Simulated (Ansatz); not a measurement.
[MO2(OH)2] with several metals: PBE-D4/def2-TZVPD single points in Ansatz on relaxed structures, gas phase. Core potentials for Nb, Ta, no spin–orbit coupling. Names give formal oxidation states. The structures are stationary points that may keep the symmetry of their start. Remarks come from the PBE and PBE0 runs and from stability tests at other levels; not every state was tested. HOMO above LUMO (over both spins in singlets and doublets, within one spin in higher multiplets; at PBE or PBE0), or a gap under 0.15 eV within one spin, warns that the state may not be the lowest or that an electron is smeared out.

```tsv
species	atoms	state	geometry	HOMO (eV)	vertical IE (eV)	point group (within 0.1 Å)	remarks
[VO2(OH)2]- (VO4H2⁻)	7	singlet	PBE-D4/def2-SVPD	-1.25	4.51	C2	restricted SCF unstable in HF, spin-contaminated (⟨S²⟩ up to 0.83) (neutral doublet)
[NbO2(OH)2]- (NbO4H2⁻)	7	singlet	r2SCAN-D4/def2-SVPD	-1.10	4.37	Cs	gap within one spin near zero at PBE or PBE0 (neutral doublet)
```

Estimate the rows for [TaO2(OH)2]- (TaO4H2⁻) (singlet, PBE-D4/def2-SVPD geometry).


| species | atoms | state | geometry | HOMO (eV) | vertical IE (eV) | point group (within 0.1 Å) |
| --- | --- | --- | --- | --- | --- | --- |
| [TaO2(OH)2]- (TaO4H2⁻) | 7 | singlet | PBE-D4/def2-SVPD | -0.98 | 4.25 | Cs |

The vertical IE (eV) runs from 4.25 ([TaO2(OH)2]-) to 4.51 ([VO2(OH)2]-).
